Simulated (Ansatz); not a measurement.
`CC[Se][SiH3]`, relaxed with RKS PBE0-D4/def2-TZVP in the Gaussian-basis code of Ansatz from a PBE-D4/def2-SVP geometry. The force threshold is 0.005 eV/Å; the program also tests the step.

Charge 0, multiplicity 1.

Start:

```xyz
12

C     1.917   -0.781   -0.709
C     0.606   -0.494    0.010
Se   -0.263    1.123   -0.773
Si   -2.114    1.089    0.570
H     1.758   -0.974   -1.789
H     2.403   -1.679   -0.273
H     2.628    0.065   -0.615
H     0.770   -0.299    1.088
H    -0.103   -1.340   -0.090
H    -2.959    2.257    0.147
H    -2.895   -0.191    0.408
H    -1.749    1.225    2.026
```

(1) By how much does the energy fall, and how many steps does the optimiser take? (Best estimate.)

(2) Which bonds change most? (An estimate is asked.)

(3) Give the relaxed structure. (Estimate.)

Results:

(1) The calculation gave: 4.44 kJ/mol, in 5 steps.

(2) Computed: C2–Se3 from 1.996 to 1.972 Å; Se3–Si4 from 2.287 to 2.265 Å; Si4–H12 from 1.508 to 1.488 Å; Si4–H11 from 1.508 to 1.488 Å.

(3) Computed: 
```xyz
12

C     1.902   -0.773   -0.702
C     0.598   -0.497    0.014
Se   -0.262    1.098   -0.763
Si   -2.098    1.083    0.564
H     1.739   -0.958   -1.766
H     2.384   -1.657   -0.276
H     2.593    0.067   -0.606
H     0.760   -0.303    1.074
H    -0.096   -1.331   -0.090
H    -2.932    2.237    0.148
H    -2.864   -0.182    0.403
H    -1.725    1.217    1.998
```
